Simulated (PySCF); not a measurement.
C5H3F3NS (charge -1).
Numbering: `[F:1][C:2]([F:3])([F:4])[S:5][c:6]1[cH:7][cH:8][n-:9][cH:10]1` (hydrogens: H11 on C7; H12 on C8; H13 on C10)

The geometry is computed with GFN2-xTB (gas phase).

Task: List the bond lengths, angles and torsions at this level.

Result: 
| bond | length (Å) | order |
| --- | --- | --- |
| F1–C2, C2–F3, C2–F4 | 1.346 | single |
| C2–S5 | 1.830 | single |
| S5–C6 | 1.749 | single |
| C6–C7 | 1.412 | aromatic |
| C7–C8 | 1.373 | aromatic |
| C8–N9 | 1.359 | aromatic |
| N9–C10 | 1.330 | aromatic |
| C6–C10 | 1.395 | aromatic |
| C7–H11 | 1.076 | single |
| C8–H12 | 1.080 | single |
| C10–H13 | 1.078 | single |

Bonds in one row agree within 0.01 Å and their mean is given. Orders are formal, as drawn. A selection of angles:
| angle | degrees |
| --- | --- |
| F1–C2–F3 | 105.7 |
| F1–C2–S5 | 111.3 |
| F3–C2–S5 | 113.8 |
| C2–S5–C6 | 101.6 |
| S5–C6–C7 | 126.4 |
| S5–C6–C10 | 126.9 |
| C7–C6–C10 | 106.6 |
| C6–C7–C8 | 104.3 |
| C7–C8–N9 | 112.4 |
| C8–N9–C10 | 106.1 |
| C6–C10–N9 | 110.7 |

Torsions: F1–C2–S5–C6 177° (antiperiplanar); C2–S5–C6–C7 -91° (anticlinal). The mirror-image conformer, all signs reversed, is as good.

The C–N distances run from 1.330 Å (N9–C10, aromatic) to 1.359 Å (C8–N9, aromatic), a spread of 0.029 Å. C8 (aromatic CH next to a ring nitrogen) is planar (angles 127.9°, 119.7° and 112.4°, sum 360.0°, 0.00 Å off the plane of its three neighbours). C10 (aromatic CH next to a ring nitrogen) is planar (angles 127.5°, 121.9° and 110.7°, sum 360.0°, 0.01 Å off the plane of its three neighbours). The 2 C–S bonds span 1.749 Å (S5–C6, drawn single) to 1.830 Å (C2–S5, drawn single), a spread of 0.081 Å. The C–C distances run from 1.373 Å (C7–C8, aromatic) to 1.412 Å (C6–C7, aromatic), a spread of 0.039 Å. The 5-membered ring C6–C7–C8–N9–C10 has internal angles of 104.3° to 112.4° (sum 540°, against 540° for a flat polygon); it is planar, 0.00 Å rms from its mean plane, widest ring torsion 1°. C6 (substituted aromatic carbon) is planar (angles 126.9°, 126.4° and 106.6°, sum 360.0°, 0.02 Å off the plane of its three neighbours).

Point group: C1 (no symmetry element, even within 0.4 Å). No frequency check.
